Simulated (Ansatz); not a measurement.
Program: Ansatz 0.2.0.

A structure relaxed at PBE0-D4/def2-TZVP, charge 0, multiplicity 1:

Cartesian coordinates in Å:
```
C -1.1366 -0.3828 -1.1866
C -0.6215 0.2292 0.0960
Cl -1.2622 -0.6743 1.5270
Si 1.2557 0.1890 0.2882
O 1.7130 0.7646 1.7554
H -2.2281 -0.3828 -1.2187
H -0.7915 -1.4124 -1.3011
H -0.7713 0.1969 -2.0402
H -0.9961 1.2477 0.2186
H 1.8846 1.0790 -0.7191
H 1.6752 -1.2210 0.0666
H 1.2787 0.3670 2.5138
```

Task: Give its formula and SMILES.

Result: C2H7ClOSi, `CC(Cl)[SiH2]O`.

Task: Summarise the bond lengths by kind.

Result: 1 × C–C 1.512 Å; 4 × C–H 1.092 to 1.095 Å; 1 × C–Cl 1.810 Å; 1 × C–Si 1.887 Å; 1 × O–Si 1.641 Å; 2 × H–Si 1.484 to 1.488 Å; 1 × H–O 0.960 Å.
